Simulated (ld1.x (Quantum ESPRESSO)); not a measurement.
# Before and after: TM potential for nickel (Ni)

ld1.x (Quantum ESPRESSO) 7.5 input, shortened:

```
&input
   title='Ni', zed=28., rel=2, dft='PBE', iswitch=3,
   config='[Ar] 3d8 4s2 4p0', rel_dist='average'
 /
 &inputp
   pseudotype=2, tm=.true., lloc=1,
   nlcc=.false.
 /
3
4S  1  0   2.00   0.00  1.95  1.95  0.0
3D  3  2   8.00   0.00  1.05  1.05  0.0
4P  2  1   0.00   0.00  2.40  2.40  0.0
 &test
   configts(1)='3d8 4s2 4p0'
 /
```

Open shells are filled in proportion to 2j + 1 (rel_dist='average').

All-electron outer shells of the reference configuration (PBE, scalar-relativistic, ld1.x):

| shell | level (eV) | outermost node (bohr) | outermost maximum (bohr) |
| --- | --- | --- | --- |
| 3s | -111.06 | 0.30 | 0.64 |
| 3p | -71.39 | 0.27 | 0.65 |
| 3d | -8.87 | – | 0.63 |
| 4s | -5.64 | 0.92 | 2.24 |
| 4p | -1.22 | 1.00 | 3.17 |

Change: local potential the d channel.

Cutoffs: the cutoffs (Ry, on a coarse ladder) from which the occupation-weighted sum of valence levels, in a spherical-Bessel basis at the reference potential, stays within 10 and 1 mRy of its value at 400 Ry; they do not see the model core or the augmentation charge, which bear on the density cutoff. Errors are all-electron minus pseudo energies relative to the spin-unpolarised reference configuration.

Question: What does the change do?

Answer: The bound ghosts move from s to p, s; of the 7 tests that both files solve, the error grows in 1 and shrinks in 5 by more than 15 % and 0.3 meV (median size 96.6 → 50.5 meV). In the separable form a ghost depends on how the local part lies against the semilocal potential of the channel, so the choice of the local part can create or remove one. In the changed file the local d channel has no projectors, so it cannot carry the spin–orbit splitting, and the file is wrong for that shell.

| quantity | base | changed |
| --- | --- | --- |
| cutoff, loose | 200 Ry | 200 Ry |
| cutoff, tight | over 300 Ry | 300 Ry |
| bound ghosts | s | s, p3/2, p1/2 |
| largest miss of a reference level, eV | 0.00 | 0.14 |
| error for 3d8 4s1 4p0, meV [ΔE 9.32 eV] | -6.8 | +4.8 |
| error for 3d8 4s0 4p0, meV [ΔE 26.67 eV] | +45 | +50 |
| error for 3d7 4s0 4p0, meV [ΔE 64.14 eV] | -265 | +171 |
| error for 3d8.5 4s1.5 4p0, meV [ΔE -1.18 eV] | -97 | -28 |
| error for 3d6 4s0 4p0, meV [ΔE 121.70 eV] | -1876 | -189 |
| error for 3d8 4s0 4p1, meV [ΔE 15.01 eV] | +14 | +18 |
| error for 3d7 4s2 4p1, meV [ΔE 10.54 eV] | -621 | -155 |
| s: phases at 2.62 bohr within 0.05 rad from the reference energy up to (Ry; the scan ends near 5) | 2.0 | 1.6 |
| p1/2: phases at 2.62 bohr within 0.05 rad from the reference energy up to (Ry; the scan ends near 5) | 3.5 | 3.0 |
| p3/2: phases at 2.62 bohr within 0.05 rad from the reference energy up to (Ry; the scan ends near 5) | 3.4 | 2.9 |
| d3/2: phases at 2.62 bohr within 0.05 rad from the reference energy up to (Ry; the scan ends near 5) | 0.4 | n/a |
| d5/2: phases at 2.62 bohr within 0.05 rad from the reference energy up to (Ry; the scan ends near 5) | 0.4 | n/a |

Base: These tests converged, but a pseudo level misses the all-electron one widely, so the file describes the atom poorly there or has found another state: 3d6 4s0 4p0: empty 4s by 6.5 eV (a node warning on the way). A true bound ghost makes a file unfit for plane-wave use even where its test errors are small: the radial tests pick states by their node count and pass the ghost by.
